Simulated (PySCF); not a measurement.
**Ionisation energy of Ar+ by level of theory**

Ar+ [Ne] 3s2 3p5 (2P) → Ar(2+) [Ne] 3s2 3p4 (3P), as a difference of total energies. Computed with PySCF 2.14 in aug-cc-pVTZ-DK (6s5p3d2f, 50 functions), with the spin-free X2C one-electron Hamiltonian (Gaussian nucleus). Correlated levels: valence: [Ne] frozen. The calculations carry no spin-orbit coupling.

```
           method  ionisation energy (eV)
              UHF                  26.359
              LDA                  27.804
              PBE                  27.584
             PBE0                  27.597
           r2SCAN                  27.663
            wB97X                  27.607
             MN15                  27.772
        BHandHLYP                  27.523
           M06-2X                  27.623
    MP2 (valence)                  27.353
SCS-MP2 (valence)                  27.351
```

Question: How much does correlation contribute at MP2 (valence)?

Answer: 27.353 − (26.359) = 0.994 eV, measured against UHF.

A first-order spin-orbit estimate (lowest level to lowest level, LS coupling) adds -0.007 eV.

Errors of the correlated levels include the incompleteness of this basis and the frozen core.

For comparison: 27.630 eV (measured; NIST Atomic Spectra Database, ionization energies).
